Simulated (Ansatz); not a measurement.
The cluster Cu₈Te⁺. Charge 1, multiplicity 2. Geometry r2SCAN-D4/def2-SVP, that of the neutral singlet; atoms count from 1.

```xyz
9

Cu   -0.576    0.541    1.682
Cu    0.063   -1.575   -0.888
Cu   -1.819   -0.263   -0.279
Cu    1.269   -0.795    1.016
Cu   -0.909   -1.766    1.300
Cu   -0.140    0.664   -1.677
Cu   -1.251    2.017   -0.034
Cu    1.066    1.444    0.226
Te    2.297   -0.267   -1.346
```

In the def2 sets Te takes a core potential; there is no spin–orbit coupling. The structure comes from a short search, and lower isomers may exist.

Question: Estimate the Mulliken populations from the PBE/def2-SVP orbitals of Ansatz.

Answer: 
| atom | charge (e) | spin (α − β) | d electrons |
| --- | --- | --- | --- |
| Cu1 | 0.11 | 0.21 | 9.64 |
| Cu2 | 0.12 | 0.06 | 9.66 |
| Cu3 | 0.11 | 0.21 | 9.64 |
| Cu4 | 0.12 | 0.06 | 9.66 |
| Cu5 | 0.09 | 0.07 | 9.66 |
| Cu6 | 0.12 | 0.06 | 9.66 |
| Cu7 | 0.09 | 0.07 | 9.66 |
| Cu8 | 0.12 | 0.06 | 9.66 |
| Te9 | 0.13 | 0.23 | – |
Mulliken values depend strongly on the basis.

Question: Where does the spin sit?

Answer: Summed by element: Cu 0.77, Te 0.23, of 1 unpaired in all. Largest on single atoms: Te9 0.23, Cu1 0.21, Cu3 0.21.

Question: And the Mayer bond orders between heavy atoms (over 0.3)?

Answer: Cu1–Cu3 0.36 (2.46 Å); Cu1–Cu4 0.45 (2.37 Å); Cu1–Cu5 0.52 (2.36 Å); Cu1–Cu7 0.52 (2.36 Å); Cu1–Cu8 0.45 (2.37 Å); Cu2–Cu3 0.45 (2.37 Å); Cu2–Cu4 0.40 (2.38 Å); Cu2–Cu5 0.47 (2.40 Å); Cu2–Cu6 0.43 (2.38 Å); Cu2–Te9 0.58 (2.63 Å); Cu3–Cu5 0.52 (2.36 Å); Cu3–Cu6 0.45 (2.37 Å); Cu3–Cu7 0.52 (2.36 Å); Cu4–Cu5 0.47 (2.40 Å); Cu4–Cu8 0.43 (2.38 Å); Cu4–Te9 0.58 (2.63 Å); Cu6–Cu7 0.47 (2.40 Å); Cu6–Cu8 0.40 (2.38 Å); Cu6–Te9 0.58 (2.63 Å); Cu7–Cu8 0.47 (2.40 Å); Cu8–Te9 0.58 (2.63 Å).
